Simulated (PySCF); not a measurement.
Bond length, frequency and bond energy of KHg⁺ by level of theory

State: ¹Σ⁺ (singlet), closed shell. Set-up: PySCF, scalar-relativistic core potentials, basis sets K def2-SVP, Hg def2-SVP with ECP60. De refers to K⁺ + Hg in their ground configurations, without counterpoise correction. A positive dipole points towards Hg; it is taken about the centre of mass and depends on that origin.

```
      Level  Re (Å)  ωe (cm⁻¹)  De (eV)   μ (D)  CPU s a point (SCF and correlation, without the integrals)
    RHF-MP2   3.586       65.7    0.201     n/a                                                        0.15
RHF-SCS-MP2   3.622       63.6    0.192     n/a                                                         n/a
   RHF-CCSD   3.649       63.3    0.201     n/a                                                         n/a
RHF-CCSD(T)   3.646       63.6    0.203     n/a                                                         4.9
        PBE   3.589       62.1    0.194  -12.54                                                        0.59
       BP86   3.640       55.7    0.152  -12.82                                                        0.41
     r²SCAN   3.570       62.6    0.192  -12.50                                                        0.82
       PBE0   3.594       61.8    0.190  -12.52                                                         1.2
      HSE06   3.589       62.3    0.191  -12.49                                                        0.85
     M06-2X   3.593       57.9    0.175  -12.55                                                        0.91
     B2PLYP   3.612       62.0    0.185  -12.53                                                        0.64
```

(1) Which functional lies closest to RHF-CCSD(T) in De, which farthest, and by how much do they differ from it?

(2) What does a quarter of exact exchange do here, going from PBE to PBE0?

(3) What does the step from GGA to meta-GGA do here, going from PBE to r²SCAN?

Correlated steps freeze 5 core orbitals. Closed-shell solutions of metal pairs were not tested for spin polarisation, which can lower them a little. The bond is weak. Basis-set superposition, not corrected here, can be much of De in a small basis, most of all at correlated wavefunction levels. Spin–orbit coupling is left out. For an ion De counts to the pair picked by the measured ionisation energies or electron affinities, which need not be the lowest pair at this level. B2PLYP dipoles, levels and charges come from its SCF part alone.

The whole job (state search and all levels along the bond) took about 2.1 min on 1 thread of Arm Neoverse V1 (shared host), peak memory 0.71 GiB.

## Answers

(1) Closest is PBE (-5.7 pm in Re, -2.4 % in ωe, -0.01 eV in De against RHF-CCSD(T) in the same basis), farthest BP86 (-0.6 pm in Re, -12.4 % in ωe, -0.05 eV in De). CCSD(T) converges more slowly with the basis than the functionals do and binds too weakly in this one, so the order can change at the basis-set limit.

(2) PBE0 less PBE: +0.5 pm in Re, -0.5 % in ωe, -0.00 eV in De. Exact exchange removes part of the self-interaction that spreads semilocal densities, and in most molecules shortens and stiffens the bond and lowers De; here Re goes the other way.

(3) r²SCAN less PBE: -1.9 pm in Re, +0.8 % in ωe, -0.00 eV in De.
